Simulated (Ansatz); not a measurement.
Relaxation of C2H7AlBF (12 atoms, charge 0, multiplicity 1), to a largest force component of 0.015 eV/Å in at most 40 steps.

All numbers below come from RKS LDA/cc-pVDZ in Ansatz.

```xyz
12
Properties=species:S:1:pos:R:3:forces:R:3
C -1.370 1.188 0.590 0.02 1.67 -1.25
B -0.200 0.235 0.785 1.08 0.06 -0.42
C 0.917 0.097 -0.321 0.70 -0.12 2.10
F 2.247 0.387 0.267 -1.39 -0.93 -0.68
Al 0.967 -1.774 -1.032 0.23 0.19 -0.05
H -1.329 1.782 -0.393 0.02 -0.51 0.78
H -1.404 1.978 1.406 -0.02 -0.64 -0.25
H -2.328 0.673 0.583 -0.94 -0.34 0.33
H -0.141 -0.394 1.814 0.27 -0.19 0.30
H 0.776 0.796 -1.127 0.04 0.97 -0.97
H 1.276 -2.955 -0.019 0.05 -0.15 0.14
H 0.784 -2.030 -2.608 -0.06 -0.02 -0.03
```

**Question.** Where does it end, and by what steps?

**Answer.** The run converged. After 12 steps the energy has fallen by 1.028 eV; H11 moved furthest, 0.84 Å. Joined: F4–Al5.

| step | energy less start (eV) | largest force component (eV/Å) | accepted |
| --- | --- | --- | --- |
| 0 | 0.0000 | 2.100 | yes |
| 1 | -0.3188 | 1.376 | yes |
| 2 | -0.5352 | 0.646 | yes |
| 3 | -0.7039 | 0.602 | yes |
| 4 | -0.7996 | 0.573 | yes |
| 5 | -0.9372 | 0.320 | yes |
| 6 | -0.9940 | 0.279 | yes |
| 7 | -1.0147 | 0.195 | yes |
| 8 | -0.9624 | 1.156 | no |
| 9 | -1.0267 | 0.091 | yes |
| 10 | -1.0277 | 0.043 | yes |
| 11 | -1.0280 | 0.017 | yes |
| 12 | -1.0280 | 0.011 | yes |

```xyz
12
Properties=species:S:1:pos:R:3
C -1.443 1.069 0.574
B -0.053 0.370 0.740
C 0.925 0.392 -0.364
F 2.223 -0.344 -0.135
Al 0.883 -1.575 -0.884
H -1.621 1.553 -0.411
H -1.523 1.860 1.357
H -2.282 0.369 0.784
H 0.219 -0.271 1.745
H 1.100 1.053 -1.230
H 0.500 -2.694 0.184
H 1.267 -1.800 -2.418
```

Whether the end is a true minimum wasn't checked by a vibrational analysis.

Time of the run: 17 s on 2 threads of Intel(R) Xeon(R) Platinum 8488C (Sapphire Rapids), with other jobs on the host, peak memory 0.17 GiB.
